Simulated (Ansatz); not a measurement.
CH5SeSi, SMILES `C[Se][SiH2]` radical. The species carries charge 0 and has multiplicity 2.

```xyz
8

C     0.5203    0.7518    1.0732
Se   -1.2267    0.0938    0.4877
Si   -0.4953   -1.2676   -1.1592
H     1.0481    1.2048    0.2365
H     1.1019   -0.0623    1.4995
H     0.3262    1.5036    1.8359
H    -1.7106   -1.6953   -1.9075
H     0.4361   -0.5288   -2.0661
```

(1) What are the harmonic wavenumbers in cm⁻¹ at PBE0-D4/def2-TZVP (Ansatz, finite differences of forces, unscaled)? (An estimate is asked.)

(2) Is this a minimum?

(3) Give the ideal-gas thermochemistry at 298.15 K and 1 bar (rigid rotor, harmonic oscillator; point group C1, symmetry number 1).

Answers

(1) Computed: 97, 144, 172, 409, 593, 610, 633, 886, 914, 934, 1306, 1462, 1467, 2156, 2209, 3080, 3182, 3185.

(2) Yes, all 18 modes are real.

(3) Zero-point energy 140.2 kJ/mol; H(298) − E = 157.8 kJ/mol; entropy 329.3 J/(mol·K), of which translation 169.0, rotation 107.1, vibration 47.5, electronic 5.8; G(298) − E = 59.6 kJ/mol. Modes under 100 cm⁻¹ are hindered rotations or soft bends, so the harmonic entropy is rough.
